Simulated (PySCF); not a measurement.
# Correlation energy of P²⁺ (phosphorus, charge +2)

[Ne] 3s2 3d1, 2D determinant (an excited configuration). Calculation: PySCF 2.14, in dyall-av3z (19s12p3d2f, 84 functions); scalar relativity by spin-free X2C-1e. Frozen: [Ne]; 3 electrons correlated; the 23 highest virtual orbitals of each spin left out.

MP2 pair energies summed by pair of shells (mhartree):

| pair | energy | share (%) |
| --- | --- | --- |
| 3s-3s | -34.86 | 52.8 |
| 3s-3d | -31.17 | 47.2 |

Total MP2 correlation energy: -66.03 mhartree.

Same-spin part -5.69 and opposite-spin part -60.34 mhartree; SCS-MP2 scales them by 1/3 and 6/5 to -74.31 mhartree.
